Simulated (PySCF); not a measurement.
## HfO: one state, many levels of theory

State: singlet, closed shell. Set-up: basis Hf x2c-TZVPPall, O x2c-TZVPPall; spin-free X2C with a Gaussian nucleus; PySCF 2.14. De refers to Hf (5d2 6s2) + O in their high-spin ground configurations, without counterpoise correction. A positive dipole means Hf(−)O(+). Levels whose curve was spin-contaminated or gave no clean fit are not listed.

```json
{"Level": "RHF", "Re (Å)": "1.709", "ωe (cm⁻¹)": "1057", "De (eV)": "n/a", "μ (D)": "-3.93", "CPU s a point (SCF and correlation, without the integrals)": "2.1"}
{"Level": "RHF-MP2", "Re (Å)": "1.728", "ωe (cm⁻¹)": "987", "De (eV)": "n/a", "μ (D)": "n/a", "CPU s a point (SCF and correlation, without the integrals)": "3.7"}
{"Level": "RHF-SCS-MP2", "Re (Å)": "1.731", "ωe (cm⁻¹)": "984", "De (eV)": "n/a", "μ (D)": "n/a", "CPU s a point (SCF and correlation, without the integrals)": "n/a"}
{"Level": "RHF-CCSD", "Re (Å)": "1.722", "ωe (cm⁻¹)": "1017", "De (eV)": "8.13", "μ (D)": "n/a", "CPU s a point (SCF and correlation, without the integrals)": "n/a"}
{"Level": "RHF-CCSD(T)", "Re (Å)": "1.734", "ωe (cm⁻¹)": "980", "De (eV)": "8.62", "μ (D)": "n/a", "CPU s a point (SCF and correlation, without the integrals)": "140"}
{"Level": "PBE0", "Re (Å)": "1.699", "ωe (cm⁻¹)": "1043", "De (eV)": "n/a", "μ (D)": "-3.25", "CPU s a point (SCF and correlation, without the integrals)": "16"}
{"Level": "MN15", "Re (Å)": "1.708", "ωe (cm⁻¹)": "1034", "De (eV)": "n/a", "μ (D)": "-3.56", "CPU s a point (SCF and correlation, without the integrals)": "8.4"}
{"Level": "M06-2X", "Re (Å)": "1.709", "ωe (cm⁻¹)": "1034", "De (eV)": "n/a", "μ (D)": "-3.49", "CPU s a point (SCF and correlation, without the integrals)": "8.8"}
{"Level": "ωB97X", "Re (Å)": "1.699", "ωe (cm⁻¹)": "1047", "De (eV)": "n/a", "μ (D)": "-3.42", "CPU s a point (SCF and correlation, without the integrals)": "20"}
```

The bond length runs from 1.699 Å (ωB97X) to 1.734 Å (RHF-CCSD(T)).

Correlated steps freeze 24 core orbitals. De is left out where the level can put another filling of the metal’s s and d shells below the measured ground configuration, by anything from nothing to about 1 eV. Spin–orbit coupling is left out, which matters for elements this heavy, above all for dissociation energies. Where the molecule has an RHF reference, its open-shell atoms are computed with UHF. The CCSD T1 diagnostic is raised, a sign that a single reference may not be enough here.

The whole job (state search and all levels along the bond) took about 30 min on 2 threads of Arm Neoverse V2 (shared host), peak memory 4.7 GiB.
